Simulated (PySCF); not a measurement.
# [Gd(H2O)7]3+ at several levels of theory

Computed with PySCF 2.14.0 (density fitting, no spin-orbit coupling) at the geometry relaxed with PBE:

```xyz
22
[Gd(H2O)7]3+ (singlet in the valence; each metal's 4f electrons, 7 of them, lie in its core potential, out of spins and levels; a saddle point, relaxed within its symmetry)
Gd    0.0002    0.0000    0.0000
O    -0.0032    0.0000    2.4148
H     0.7675    0.0000    3.0301
H    -0.7757    0.0000    3.0278
O    -0.0032    0.0000   -2.4148
H     0.7675    0.0000   -3.0301
H    -0.7757    0.0000   -3.0278
O     2.4736    0.0000    0.0000
H     3.0865    0.0000    0.7687
H     3.0865    0.0000   -0.7687
O     0.7598    2.3375    0.0000
H     0.9268    2.9211    0.7733
H     0.9268    2.9211   -0.7733
O    -1.9942    1.4533    0.0000
H    -2.4657    1.8413    0.7705
H    -2.4657    1.8413   -0.7705
O    -1.9942   -1.4533    0.0000
H    -2.4657   -1.8413    0.7705
H    -2.4657   -1.8413   -0.7705
O     0.7598   -2.3375    0.0000
H     0.9268   -2.9211    0.7733
H     0.9268   -2.9211   -0.7733
```

```json
{"level": "PBE", "basis": "Gd lcecp-1-SVP with ECP53, O def2-SVP, H def2-SVP", "state": "singlet", "HOMO (eV)": "-18.81", "gap (eV)": "4.99", "charge on Gd1 (e)": "0.95", "population of f-type functions on Gd1 (polarisation alone where 4f lies in the core)": "0.05", "dipole about the centre of mass (D)": "0.01", "largest force component (eV/Å)": "0.01"}
{"level": "revPBE", "basis": "the same", "state": "singlet", "HOMO (eV)": "-18.78", "gap (eV)": "5.08", "charge on Gd1 (e)": "1.02", "population of f-type functions on Gd1 (polarisation alone where 4f lies in the core)": "0.05", "dipole about the centre of mass (D)": "0.01", "largest force component (eV/Å)": "0.16"}
{"level": "wB97X", "basis": "the same", "state": "singlet", "HOMO (eV)": "-23.30", "gap (eV)": "12.66", "charge on Gd1 (e)": "1.17", "population of f-type functions on Gd1 (polarisation alone where 4f lies in the core)": "0.05", "dipole about the centre of mass (D)": "0.01", "largest force component (eV/Å)": "0.59"}
{"level": "r2SCAN", "basis": "the same", "state": "singlet", "HOMO (eV)": "-19.28", "gap (eV)": "5.71", "charge on Gd1 (e)": "1.19", "population of f-type functions on Gd1 (polarisation alone where 4f lies in the core)": "0.05", "dipole about the centre of mass (D)": "0.01", "largest force component (eV/Å)": "0.37"}
{"level": "PBE", "basis": "Gd lcecp-1-TZVP with ECP53, O def2-TZVP, H def2-TZVP", "state": "singlet", "HOMO (eV)": "-18.94", "gap (eV)": "5.04", "charge on Gd1 (e)": "1.71", "population of f-type functions on Gd1 (polarisation alone where 4f lies in the core)": "0.07", "dipole about the centre of mass (D)": "0.01", "largest force component (eV/Å)": "0.35"}
{"level": "PBE0", "basis": "Gd def2-SVP with ECP28, O def2-SVP, H def2-SVP", "state": "octet", "HOMO (eV)": "-20.66", "gap (eV)": "7.56", "charge on Gd1 (e)": "1.51", "population of f-type functions on Gd1 (polarisation alone where 4f lies in the core)": "7.05", "dipole about the centre of mass (D)": "0.01", "largest force component (eV/Å)": "0.45"}
```

In the lcecp rows the 4f levels are missing from HOMO and gap, and the state counts the valence alone.

HOMO and gap are taken over both spins. Charges are Mulliken's, which hang on the basis. The relaxation used the grid (50, 194), these runs (75, 302) or, all-electron (x2c bases, spin-free X2C Hamiltonian), (99, 590).

What does TPSS with Gd lcecp-1-SVP with ECP53, O def2-SVP, H def2-SVP give here?

state singlet, HOMO (eV) -18.94, gap (eV) 5.38, charge on Gd1 (e) 1.08, population of f-type functions on Gd1 (polarisation alone where 4f lies in the core) 0.05, dipole about the centre of mass (D) 0.01, largest force component (eV/Å) 0.10. Time: 33 s on 4 threads of Arm Neoverse V2 (shared host), from an already converged density.

In the first row's basis the gap widens with exact exchange: 5.0 to 5.7 eV for PBE, revPBE, TPSS, r2SCAN (none); 12.7 eV for wB97X (rising or full at long range).

An lcecp potential fixes the number of 4f electrons, so in runs with it no electron can move into or out of that shell.

Rows with open f shells in the valence may stand above their lowest state, and their gaps can end on f levels.
